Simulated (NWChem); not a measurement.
System: C3H4BrF; SMILES F/C(=C\C)Br

The following NWChem deck was run.

```
start job
memory heap 200 mb stack 900 mb global 1100 mb
geometry units angstroms
  C     -3.072013    -0.492715    -0.172624
  C     -1.638717    -0.673090     0.195696
  C     -0.665640     0.127415    -0.200901
  F     -0.856283     1.194407    -0.981247
  Br     1.159260    -0.091528     0.259417
  H     -3.430728    -1.376463    -0.699195
  H     -3.208694     0.379105    -0.806536
  H     -3.671653    -0.375962     0.728722
  H     -1.383534    -1.510819     0.825560
end
basis spherical
  * library def2-svp
end
dft
  xc pbe0
  iterations 150
end
driver
  maxiter 120
end
task dft optimize
task dft freq
```

This build's default masses of Se (78.918 u) and Br (79.917 u) are each other's, which moves their modes by up to 0.6 %.

The level has its own optimisation; frequencies are unscaled. Brackets give each atom's bonded neighbours.

Q: Give the results of this calculation. (PBE0/def2-SVP.) Quantities: r C–C [C(CCH)–C(CHHH)] (Å); r C–C [C(BrCF)–C(CCH)] (Å); r C–H [C(CCH)–H(C)] (Å); r C–F (Å); highest harmonic frequency (cm⁻¹); lowest (cm⁻¹); zero-point energy (kcal/mol); dipole (D).

A: 
```json
{
  "r C–C [C(CCH)–C(CHHH)] (Å)": "1.492",
  "r C–C [C(BrCF)–C(CCH)] (Å)": "1.331",
  "r C–H [C(CCH)–H(C)] (Å)": "1.092",
  "r C–F (Å)": "1.324",
  "highest harmonic frequency (cm⁻¹)": "3232",
  "lowest (cm⁻¹)": "146",
  "zero-point energy (kcal/mol)": "39.6",
  "dipole (D)": "1.62"
}
```
